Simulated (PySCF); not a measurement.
PySCF input file for [(E)-2-silylethenyl]silane (C2H8Si2), SMILES [SiH3]/C=C/[SiH3], PBE-D3(BJ)/def2-SVP. The structure is a stationary point at PBE-D3(BJ)/def2-SVP.

```python
import numpy as np
from pyscf import gto, scf, dft, df
from pyscf.hessian import thermo

mol = gto.M(
    atom='''
    Si    0.03572769   -2.33160060    0.00000000
    C    -0.44492767   -0.51149110    0.00000000
    C     0.44492767    0.51149110   -0.00000000
    Si   -0.03572769    2.33160060   -0.00000000
    H     1.53582047   -2.44564828   -0.00000000
    H    -0.51969722   -3.02915185   -1.21451436
    H    -0.51969722   -3.02915186    1.21451435
    H    -1.52640422   -0.26753835    0.00000000
    H     1.52640422    0.26753835   -0.00000000
    H     0.51969722    3.02915185    1.21451436
    H     0.51969722    3.02915186   -1.21451435
    H    -1.53582047    2.44564828    0.00000000
    ''',
    basis='def2-SVP',
    charge=0,
    spin=0,
    max_memory=1600,
    verbose=3,
)
mf = dft.RKS(mol, xc='pbe').density_fit(auxbasis='def2-universal-jkfit')
mf.disp = 'd3bj'
mf.grids.level = 3
mf.conv_tol = 1e-11
mf.max_cycle = 100
mf.kernel()

# [left out here: the lines that compute and print the analytic Hessian (its translational invariance restored by hand, since the grid's response is missing), thermochemistry and intensities]
```

Program output:

```
[...]
       3  Si                -0.02  0.06  0.00   -0.00  0.00 -0.03   -0.04  0.02  0.00
       4   H                -0.01  0.16 -0.00    0.00 -0.00 -0.13    0.01 -0.35  0.00
       5   H                -0.00  0.04  0.00    0.00  0.17 -0.08   -0.09  0.02  0.04
       6   H                -0.00  0.04 -0.00   -0.00 -0.17 -0.08   -0.09  0.02 -0.04
       7   H                 0.05 -0.18 -0.00   -0.00  0.00  0.41   -0.07  0.25 -0.00
       8   H                 0.05 -0.18  0.00    0.00 -0.00 -0.41    0.07 -0.25  0.00
       9   H                -0.00  0.04  0.00   -0.00 -0.17  0.08    0.09 -0.02 -0.04
      10   H                -0.00  0.04 -0.00    0.00  0.17  0.08    0.09 -0.02  0.04
      11   H                -0.01  0.16 -0.00   -0.00  0.00  0.13   -0.01  0.35 -0.00
Mode                                12                  13                  14
Irrep
Freq [cm^-1]                      872.5037            899.0757            899.1059
Reduced mass [au]                   1.1114              1.0351              1.1320
Force const [Dyne/A]                0.4985              0.4930              0.5392
Char temp [K]                    1255.3386           1293.5698           1293.6133
Normal mode                   x     y     z       x     y     z       x     y     z
       0  Si                -0.01  0.04 -0.00    0.00 -0.00  0.02   -0.02  0.04  0.00
       1   C                 0.00 -0.00 -0.00   -0.00  0.00 -0.00    0.01 -0.01 -0.00
       2   C                 0.00 -0.00  0.00    0.00 -0.00 -0.00   -0.01  0.01 -0.00
       3  Si                -0.01  0.04 -0.00   -0.00  0.00  0.02    0.02 -0.04  0.00
       4   H                -0.04 -0.40  0.00    0.00  0.00 -0.53   -0.05 -0.40 -0.00
       5   H                 0.18 -0.32  0.11    0.29 -0.10 -0.07    0.26 -0.25  0.04
       6   H                 0.18 -0.32 -0.11   -0.29  0.10 -0.07    0.26 -0.25 -0.04
       7   H                -0.00 -0.03  0.00   -0.00  0.00  0.09    0.00 -0.06  0.00
       8   H                -0.00 -0.03 -0.00    0.00 -0.00  0.09   -0.00  0.06  0.00
       9   H                 0.18 -0.32  0.11    0.29 -0.10 -0.07   -0.26  0.25 -0.04
      10   H                 0.18 -0.32 -0.11   -0.29  0.10 -0.07   -0.26  0.25  0.04
      11   H                -0.04 -0.40  0.00   -0.00 -0.00 -0.53    0.05  0.40 -0.00
Mode                                15                  16                  17
Irrep
Freq [cm^-1]                      901.8831            915.7341            916.2456
Reduced mass [au]                   1.0379              1.0337              1.0386
Force const [Dyne/A]                0.4974              0.5107              0.5137
Char temp [K]                    1297.6090           1317.5375           1318.2734
Normal mode                   x     y     z       x     y     z       x     y     z
       0  Si                -0.00  0.00  0.02   -0.02 -0.01  0.00   -0.01 -0.02  0.00
       1   C                 0.00 -0.00  0.02   -0.00 -0.01 -0.00   -0.01  0.01  0.00
       2   C                -0.00  0.00 -0.02   -0.00 -0.01 -0.00    0.01 -0.01 -0.00
       3  Si                 0.00 -0.00 -0.02   -0.02 -0.01  0.00    0.01  0.02 -0.00
       4   H                -0.00 -0.00 -0.52   -0.03 -0.20 -0.00   -0.01 -0.11 -0.00
       5   H                 0.29 -0.11 -0.06    0.32  0.21 -0.27    0.26  0.29 -0.29
       6   H                -0.29  0.11 -0.06    0.32  0.21  0.27    0.26  0.29  0.29
       7   H                 0.00 -0.00 -0.07   -0.01 -0.01  0.00    0.00  0.04 -0.00
       8   H                -0.00  0.00  0.07   -0.01 -0.01  0.00   -0.00 -0.04 -0.00
       9   H                -0.29  0.11  0.06    0.32  0.21 -0.27   -0.26 -0.29  0.29
      10   H                 0.29 -0.11  0.06    0.32  0.21  0.27   -0.26 -0.29 -0.29
      11   H                 0.00  0.00  0.52   -0.03 -0.20 -0.00    0.01  0.11  0.00
Mode                                18                  19                  20
Irrep
Freq [cm^-1]                     1006.1549           1142.5361           1254.0278
Reduced mass [au]                   1.0833              1.1533              1.2403
Force const [Dyne/A]                0.6461              0.8870              1.1492
Char temp [K]                    1447.6329           1643.8551           1804.2668
Normal mode                   x     y     z       x     y     z       x     y     z
       0  Si                -0.00 -0.00  0.00    0.01  0.01 -0.00    0.00  0.00 -0.00
       1   C                 0.00  0.00  0.06   -0.03 -0.07  0.00    0.09 -0.03 -0.00
       2   C                 0.00  0.00  0.06   -0.03 -0.07  0.00   -0.09  0.03  0.00
       3  Si                -0.00 -0.00  0.00    0.01  0.01 -0.00   -0.00 -0.00  0.00
       4   H                -0.00 -0.00 -0.07   -0.01 -0.07  0.00    0.00 -0.03  0.00
       5   H                 0.04 -0.02 -0.01   -0.01  0.02  0.01   -0.00 -0.01  0.02
       6   H                -0.04  0.02 -0.01   -0.01  0.02 -0.01   -0.00 -0.01 -0.02
       7   H                 0.00  0.00 -0.67    0.14  0.63  0.00    0.23  0.58 -0.00
       8   H                 0.00  0.00 -0.67    0.14  0.63 -0.00   -0.23 -0.58  0.00
       9   H                 0.04 -0.02 -0.01   -0.01  0.02  0.01    0.00  0.01 -0.02
      10   H                -0.04  0.02 -0.01   -0.01  0.02 -0.01    0.00  0.01  0.02
      11   H                -0.00 -0.00 -0.07   -0.01 -0.07  0.00   -0.00  0.03 -0.00
Mode                                21                  22                  23
Irrep
Freq [cm^-1]                     1587.3032           2151.2079           2155.1823
Reduced mass [au]                   8.3469              1.0209              1.0218
Force const [Dyne/A]               12.3907              2.7835              2.7963
Char temp [K]                    2283.7759           3095.1092           3100.8275
Normal mode                   x     y     z       x     y     z       x     y     z
       0  Si                -0.00 -0.01  0.00    0.00  0.01  0.00   -0.00 -0.02 -0.00
       1   C                 0.11  0.17  0.00   -0.00  0.00  0.00   -0.00  0.00 -0.00
       2   C                -0.11 -0.17  0.00   -0.00  0.00  0.00    0.00 -0.00  0.00
       3  Si                 0.00  0.01 -0.00    0.00  0.01  0.00    0.00  0.02  0.00
       4   H                 0.01  0.02 -0.00    0.26 -0.01  0.00   -0.24  0.01 -0.00
       5   H                 0.01 -0.01  0.00   -0.17 -0.21 -0.37    0.17  0.21  0.38
       6   H                 0.01 -0.01 -0.00   -0.17 -0.21  0.37    0.17  0.21 -0.38
       7   H                 0.06 -0.12  0.00    0.00  0.01  0.00   -0.00 -0.01  0.00
       8   H                -0.06  0.12 -0.00    0.00  0.01  0.00    0.00  0.01 -0.00
       9   H                -0.01  0.01 -0.00   -0.17 -0.21 -0.37   -0.17 -0.21 -0.38
      10   H                -0.01  0.01  0.00   -0.17 -0.21  0.37   -0.17 -0.21  0.38
      11   H                -0.01 -0.02  0.00    0.26 -0.01  0.00    0.24 -0.01  0.00
Mode                                24                  25                  26
Irrep
Freq [cm^-1]                     2155.3659           2155.8071           2170.5756
Reduced mass [au]                   1.0504              1.0502              1.0492
Force const [Dyne/A]                2.8750              2.8756              2.9126
Char temp [K]                    3101.0917           3101.7264           3122.9750
Normal mode                   x     y     z       x     y     z       x     y     z
       0  Si                 0.00  0.00 -0.03    0.00 -0.00  0.03   -0.03 -0.00  0.00
       1   C                 0.00 -0.00 -0.00    0.00 -0.00  0.00   -0.00 -0.00 -0.00
       2   C                -0.00  0.00  0.00   -0.00  0.00  0.00    0.00  0.00  0.00
       3  Si                -0.00 -0.00  0.03   -0.00 -0.00  0.03    0.03  0.00 -0.00
       4   H                 0.00 -0.00 -0.01   -0.00  0.00  0.01    0.65 -0.05  0.00
       5   H                 0.18  0.23  0.39   -0.18 -0.23 -0.39    0.05  0.08  0.14
       6   H                -0.18 -0.23  0.39    0.18  0.23 -0.39    0.05  0.08 -0.14
       7   H                 0.00  0.00  0.00    0.00 -0.00  0.00   -0.01 -0.00 -0.00
       8   H                -0.00 -0.00 -0.00   -0.00 -0.00  0.00    0.01  0.00  0.00
       9   H                -0.18 -0.23 -0.39   -0.18 -0.23 -0.39   -0.05 -0.08 -0.14
      10   H                 0.18  0.23 -0.39    0.18  0.23 -0.39   -0.05 -0.08  0.14
      11   H                -0.00  0.00  0.01   -0.00  0.00  0.01   -0.65  0.05 -0.00
Mode                                27                  28                  29
Irrep
Freq [cm^-1]                     2171.8919           3035.4489           3041.7724
Reduced mass [au]                   1.0494              1.0909              1.0853
Force const [Dyne/A]                2.9164              5.9222              5.9166
Char temp [K]                    3124.8689           4367.3351           4376.4333
Normal mode                   x     y     z       x     y     z       x     y     z
       0  Si                 0.03  0.00 -0.00    0.00  0.00 -0.00   -0.00 -0.00  0.00
       1   C                 0.00  0.00 -0.00    0.06 -0.01  0.00   -0.06  0.01 -0.00
       2   C                 0.00  0.00 -0.00   -0.06  0.01 -0.00   -0.06  0.01 -0.00
       3  Si                 0.03  0.00 -0.00   -0.00 -0.00 -0.00   -0.00 -0.00  0.00
       4   H                -0.64  0.05 -0.00   -0.00 -0.00 -0.00    0.00 -0.00  0.00
       5   H                -0.06 -0.08 -0.15    0.00 -0.00 -0.00    0.00  0.00  0.00
       6   H                -0.06 -0.08  0.15    0.00 -0.00  0.00    0.00  0.00 -0.00
       7   H                 0.00 -0.01 -0.00   -0.66  0.15 -0.00    0.66 -0.15  0.00
       8   H                 0.00 -0.01 -0.00    0.66 -0.15  0.00    0.66 -0.15  0.00
       9   H                -0.06 -0.08 -0.15   -0.00  0.00  0.00    0.00  0.00  0.00
      10   H                -0.06 -0.08  0.15   -0.00  0.00 -0.00    0.00  0.00 -0.00
      11   H                -0.64  0.05 -0.00    0.00  0.00  0.00    0.00 -0.00  0.00
temperature 298.1500 [K]
pressure 101325.00 [Pa]
Rotational constants [GHz] 23.70960 1.37784 1.34333
Symmetry number 2
Zero-point energy (ZPE) 0.07935 [Eh]   208338.024 [J/mol]
                           tot       elec      trans        rot        vib
Entropy [J/mol/K]       340.840      0.000    164.622    104.678     71.539
Cv [J/mol/K]            107.615      0.000     12.472     12.472     82.671
Cp [J/mol/K]            115.929      0.000     20.786     12.472     82.671
Internal energy [J/mol]                      3718.434   3718.434 220240.138
Internal energy [Eh]   -659.22526  -659.31198
Enthalpy [J/mol]                             6197.391   3718.434 220240.138
Enthalpy [Eh]          -659.22432
Gibbs free energy [J/mol]                  -42884.661 -27491.392 198910.688
Gibbs free energy [Eh] -659.26302
mode   freq/cm-1   IR/(km/mol)
   1       98.32         0.007
   2      131.89         0.001
   3      147.51         0.000
   4      155.32         0.763
   5      265.59         0.000
   6      508.53         0.000
   7      529.57         0.000
   8      627.88        56.458
   9      641.92        85.439
  10      721.95        35.820
  11      780.60         0.000
  12      790.49         0.000
  13      872.50       562.437
  14      899.08        83.426
  15      899.11         0.000
  16      901.88         0.000
  17      915.73        68.970
  18      916.25         0.000
  19     1006.15        16.225
  20     1142.54        27.533
  21     1254.03         0.000
  22     1587.30         0.000
  23     2151.21       181.116
  24     2155.18         0.000
  25     2155.37         0.000
  26     2155.81       201.532
  27     2170.58         0.000
  28     2171.89       178.580
  29     3035.45         0.000
  30     3041.77         9.836
max |gradient| / (hartree/bohr): 4.610715229322763e-05
APT charges: [ 1.0395 -0.2945 -0.2945  1.0395 -0.2364 -0.2569 -0.2569  0.0051  0.0051
 -0.2569 -0.2569 -0.2364]
```

Self-consistency was reached.
